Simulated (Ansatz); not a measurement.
FGa, charge -1, doublet, geometry from GFN2-xTB (such geometries of metal compounds can be far from the true shape) (a state made from the parent by changing its charge; the spin is typed, not shown lowest) (a gas-phase anion, which may not be bound at this level). Base run: Ansatz (a quantum-chemistry and plane-wave program) with B3LYP/6-31G.

Input for Ansatz:
Ansatz 0.2 input:
```yaml
crystal:
  periodic: [false, false, false]
  atoms:
    - {symbol: Ga, position_ang: [-0.00000000, -0.00000000, -0.45205283]}
    - {symbol: F, position_ang: [0.00000000, 0.00000000, 1.55707084]}
basis:
  gaussian:
    orbitals: 6-31G
hamiltonian:
  xc: b3lyp
total_charge: -1
magnetization: {spin_polarized: true, initial_magnetization: 1}
```

Variants of this job, named by their change:

```csv
change,basis functions,E (Eh)
base,38,-2024.41694
basis = jorge-DZP-DKH; relativity = spin-free X2C; nucleus = Gaussian,58,-2043.78377
basis = x2c-SVPall; relativity = spin-free X2C,46,-2043.46098
basis = ANO-RCC-VDZP; relativity = spin-free X2C; nucleus = Gaussian,41,-2043.92504
basis = jorge-DZP-DKH; relativity = spin-free X2C,58,-2043.79366
basis = jorge-DZP-DKH; relativity = none,58,-2020.32636
basis = ANO-RCC-VDZP; relativity = none,41,-2013.76998
basis = x2c-SVPall; relativity = none,46,-2017.38535
basis = x2c-SVPall; relativity = spin-free X2C; nucleus = Gaussian,46,-2043.45235
basis = ANO-RCC-VDZP; relativity = spin-free X2C,41,-2043.93608
```

Absolute energies of different levels of theory aren't comparable as measures of quality.

Ansatz warned in this series: the basis is contracted for relativity, which the run leaves out.

A gas-phase anion may not be bound at this level; its values then depend on the basis.

Basis sets contracted for a relativistic Hamiltonian are a mismatch without it, so the rows without relativity aren't non-relativistic limits. No row has spin-orbit coupling; sets with core potentials leave out the core electrons.
